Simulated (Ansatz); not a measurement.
`CB(Cl)[SeH]` + H₂ → `CBCl` + H₂Se  (hydrogenolysis of a B–Se bond)

Computed with Ansatz on PBE0-D4/def2-TZVP structures; ΔE is electronic, products minus reactants. CBS: MP2 limit from def2 TZ/QZ plus the TZ coupled-cluster correction, frozen cores. This one scheme is used for every species. DFT in def2-TZVPP. B3LYP here is the variant with VWN-RPA as its local correlation; programs differ in this. For Se outer-core shells are correlated without core-valence functions, which leaves a few kJ/mol of doubt a bond. Scalar relativity is left out up to krypton. One conformer a species, not always the lowest.

CCSD(T)/CBS gives +56.1 kJ/mol.

Problem. Another level gave +65.4 kJ/mol. Which?
A. revPBE-D4/def2-TZVPP
B. revPBE/def2-TZVPP
C. r2SCAN0-D4/def2-TZVPP
D. B3LYP/def2-TZVPP

Solution. A. revPBE-D4 65.4, revPBE 49.5, r2SCAN0-D4 54.3, B3LYP 38.3 kJ/mol.

Largest T1 diagnostic among the species: 0.011.

Leaving LDA and LC-ωPBE aside and taking each functional with its dispersion term where it has one, the values, not all of them listed here, spread over 22.1 kJ/mol, from CAM-B3LYP-D4 to revPBE-D4. LDA lies +7.2 kJ/mol from PBE without D4. In def2-TZVPP, CCSD(T) changes the Hartree–Fock value by +33.4 kJ/mol (the triples alone add +7.2 kJ/mol) and MP2 by +45.1 kJ/mol. From BLYP to BHLYP (50 % exact exchange), in def2-TZVPP and without D4, ΔE moves by −6.5 kJ/mol.
